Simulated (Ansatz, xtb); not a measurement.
## Relaxing a trial structure of C2SeTe

The starting geometry of this gas-phase triplet was built from a drawn formula by distance geometry and a force field; its bonds are those of `[C]=C1[Se][Te]1`.

```xyz
4

C    -2.2394   -1.8178   -1.5529
C    -1.4005   -2.1101   -0.5160
Se   -0.1165   -3.4087    0.2592
Te   -0.0293   -1.2439    1.0634
```

Task: Where would you expect an optimisation with r2SCAN-D4/def2-SVP to take it?

Result: A bond breaks, giving a structure given below by its coordinates. Contacts that open: C2–Te4 (2.26 → 3.24 Å).

The energy falls by 1.10 eV over 8 steps:

```
step  E − E(last) (eV)
   1             1.101
   2             0.595
   3             0.496
   4             0.241
   5             0.033
   6             0.009
   7             0.000
   8             0.000
```

Final geometry (Å):

```
atom    x (Å)    y (Å)    z (Å)
   C  -2.3796  -1.9921  -1.6799
   C  -1.4864  -2.3160  -0.8224
  Se  -0.2842  -3.1476   0.2044
  Te   0.3645  -1.1248   1.5515
```

From the same start GFN2-xTB reaches the same bonding as this run.

No frequencies were run, so the end isn't proven a minimum. Open shells are spin-unrestricted. The triplet needn't be the ground state. Atoms past krypton carry core potentials, without spin–orbit terms. Run with Ansatz 0.2.0, 92 s on 2 threads of Arm Neoverse V1 (shared host).
